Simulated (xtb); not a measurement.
xtb input (GFN2-xTB):

```bash
xtb mol.xyz --gfn 2 --ohess tight --chrg 0 --uhf 0
```
mol.xyz:
```
4

Lu     0.02657918     0.00361260     0.00538004
F     -1.58484993    -0.98312790     0.09132192
F     -0.00361610     1.74880947    -0.75083377
F      1.58238279    -0.74957886     0.64239829
```

End of the output:

```
   ------------------------------------------------------------------------

   temp. (K)  partition function   enthalpy   heat capacity  entropy
                                   cal/mol     cal/K/mol   cal/K/mol   J/K/mol
 298.15  VIB   7.87                 1419.728      8.084      8.838
         ROT  0.180E+05              888.752      2.981     22.449
         INT  0.141E+06             2308.480     11.065     31.286
         TR   0.342E+28             1481.254      4.968     42.207
         TOT                        3789.7339    16.0327    73.4934   307.4962

       T/K    H(0)-H(T)+PV         H(T)/Eh          T*S/Eh         G(T)/Eh
   ------------------------------------------------------------------------
    298.15    0.603933E-02    0.946473E-02    0.349191E-01   -0.254543E-01
   ------------------------------------------------------------------------

         :::::::::::::::::::::::::::::::::::::::::::::::::::::
         ::                  THERMODYNAMIC                  ::
         :::::::::::::::::::::::::::::::::::::::::::::::::::::
         :: total free energy         -15.435665346067 Eh   ::
         ::.................................................::
         :: total energy              -15.410211005964 Eh   ::
         :: zero point energy           0.003425401803 Eh   ::
         :: G(RRHO) w/o ZPVE           -0.028879741905 Eh   ::
         :: G(RRHO) contrib.           -0.025454340103 Eh   ::
         :::::::::::::::::::::::::::::::::::::::::::::::::::::
imag cut-off (cm-1) :    5.00
 found            1  significant imaginary frequency
 writing imag mode distorted coords to xtbhess.xyz
 for further optimization.

optimized geometry written to: xtbopt.xyz

           -------------------------------------------------
          | TOTAL ENERGY              -15.410211005964 Eh   |
          | TOTAL ENTHALPY            -15.400746278700 Eh   |
          | TOTAL FREE ENERGY         -15.435665346067 Eh   |
          | GRADIENT NORM               0.000095121670 Eh/α |
          | HOMO-LUMO GAP               4.151292233891 eV   |
           -------------------------------------------------

------------------------------------------------------------------------
------------------------------------------------------------------------
 total:
 SCF:
 ANC optimizer:
 analytical hessian:
```
